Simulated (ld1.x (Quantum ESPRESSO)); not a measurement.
antimony, TM semilocal: configuration errors across variants

ld1.x (Quantum ESPRESSO) 7.5 input, shortened:

```
&input
   title='Sb', zed=51., rel=1, dft='PBESOL', iswitch=3,
   config='[Kr] 4d10 5s2 5p3'
 /
 &inputp
   pseudotype=1, tm=.true., lloc=0,
   nlcc=.true.
 /
3
5P  2  1   3.00   0.00  2.00  2.00  0.0
4D  3  2  10.00   0.00  1.15  1.15  0.0
5S  1  0   2.00   0.00  1.75  1.75  0.0
 &test
   configts(1)='4d10 5s2 5p3'
 /
```

All-electron excitation energies from the reference (eV): (1) 4d10 5s2 5p2 8.344; (2) 4d10 5s2 5p1 24.356; (3) 4d10 5s2 5p0 48.800; (4) 4d9 5s2 5p3 40.683; (5) 4d10 5s1 5p0 93.133; (6) 4d10 5s2 5p2.5 3.273; (7) 4d10 5s1 5p4 8.142.

A semilocal file is local in each channel, so a ghost entry of none says nothing of the separable form that plane-wave codes build from it.

The default core radius of the base comes out at 0.61 bohr.

Errors AE − PS in meV (a dash: test not solved or not reliable):

```csv
change,(1),(2),(3),(4),(5),(6),(7),bound ghosts
base,-0.7,-1.2,-10,-202,-25,-0.4,-2.1,none
core correction none,-1.0,-2.3,-7.9,-155,+16,-0.5,-0.6,none
core correction a·sin(br)/r model core inside 0.56 bohr,-0.7,-1.2,-10,-202,-25,-0.4,-2.1,none
core correction a·sin(br)/r model core inside 0.72 bohr,-0.7,-1.3,-10,-202,-25,-0.4,-2.1,none
core correction a·sin(br)/r model core inside 0.78 bohr,-0.7,-1.2,-10,-202,-25,-0.4,-2.1,none
core correction a·sin(br)/r model core inside 0.92 bohr,-0.7,-1.2,-10,-201,-25,-0.4,-2.1,none
core correction a·sin(br)/r model core inside 1.02 bohr,-0.6,-1.2,-10.0,-199,-25,-0.4,-2.1,none
core correction a·sin(br)/r model core inside 1.16 bohr,-0.6,-1.1,-9.9,-193,-24,-0.5,-2.1,none
core correction a·sin(br)/r model core inside 1.26 bohr,-0.7,-1.2,-9.8,-187,-24,-0.4,-2.1,none
core correction a·sin(br)/r model core inside 1.40 bohr,-0.6,-1.1,-9.7,-178,-24,-0.5,-2.1,none
```

Task: Give the same row for: core correction a·sin(br)/r model core inside 0.44 bohr.

Result: -0.7, -1.3, -10, -202, -25, -0.5, -2.1; bound ghosts: none.
